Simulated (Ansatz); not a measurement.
`N[Si](O)(O)S` + HCl → `N[Si](O)(S)Cl` + H₂O  (ligand exchange at the Si–O bond)

Gas-phase electronic energies from Ansatz, PBE0-D4/def2-TZVP geometries. CBS: MP2 limit from def2 TZ/QZ plus the TZ coupled-cluster correction, frozen cores. This one scheme is used for every species. DFT in def2-TZVPP. B3LYP here is the variant with VWN-RPA as its local correlation; programs differ in this. HSE06 is defined as in plane-wave codes. One conformer a species, not always the lowest.

| level | ΔE (kJ/mol) | difference from CCSD(T)/CBS |
| --- | --- | --- |
| LDA (SPW92) | 10.1 | 2.7 |
| PBE-D4 | 2.0 | -5.4 |
| BLYP-D4 | 8.2 | 0.8 |
| r2SCAN-D4 | 9.0 | 1.6 |
| B97M-V | 9.9 | 2.5 |
| PBE0-D4 | 3.2 | -4.2 |
| B3LYP-D4 | 9.3 | 1.9 |
| r2SCANh-D4 | 8.8 | 1.4 |
| r2SCAN0-D4 | 8.7 | 1.3 |
| HSE06-D4 | 3.0 | -4.4 |
| BHLYP-D4 | 11.1 | 3.7 |
| CAM-B3LYP-D4 | 14.6 | 7.2 |
| ωB97X-V | 9.1 | 1.7 |
| ωB97M-V | 8.6 | 1.2 |
| B2PLYP | 12.4 | 5.0 |
| PBE-QIDH | 6.8 | -0.6 |
| revPBE | 2.9 | -4.5 |
| BLYP | 13.0 | 5.6 |
| r2SCAN | 9.4 | 2.0 |
| PBE0 | 5.4 | -2.0 |
| B3LYP | 13.5 | 6.1 |
| r2SCANh | 9.4 | 2.0 |
| BHLYP | 15.7 | 8.3 |
| CAM-B3LYP | 17.0 | 9.6 |
| LC-ωPBE | 9.2 | 1.8 |
| RPA@PBE/def2-TZVPP | 16.0 | 8.6 |
| HF/def2-SVP | 10.7 | 3.3 |
| MP2/def2-SVP | 9.0 | 1.6 |
| CCSD/def2-SVP | 11.8 | 4.4 |
| HF/def2-TZVPP | 18.1 | 10.7 |
| MP2/def2-TZVPP | 7.9 | 0.5 |
| SCS-MP2/def2-TZVPP | 12.1 | 4.7 |
| CCSD/def2-TZVPP | 15.0 | 7.6 |
| CCSD(T)/def2-TZVPP | 13.3 | 5.9 |
| HF/def2-QZVPP | 18.5 | 11.1 |
| MP2/def2-QZVPP | 4.6 | -2.8 |
| SCS-MP2/def2-QZVPP | 8.8 | 1.4 |
| HF/CBS(def2) | 18.5 | 11.1 |
| MP2/CBS(def2) | 2.0 | -5.4 |
| CCSD/CBS(def2) | 9.1 | 1.7 |
| CCSD(T)/CBS | 7.4 | 0 |

Largest T1 diagnostic among the species: 0.011.

The D4 term adds −4.2 kJ/mol with B3LYP and −2.2 kJ/mol with PBE0; it sums over pairs of atoms, weighted by their polarisabilities, and B3LYP, whose exchange is more repulsive, gets the larger term. At CCSD(T), def2-SVP lies +3.9 kJ/mol from the extrapolated value and def2-TZVPP +5.9 kJ/mol.

CCSD(T)/CBS has its own doubt, a few kJ/mol and more with outer-core shells, so smaller differences from it don't rank the levels.
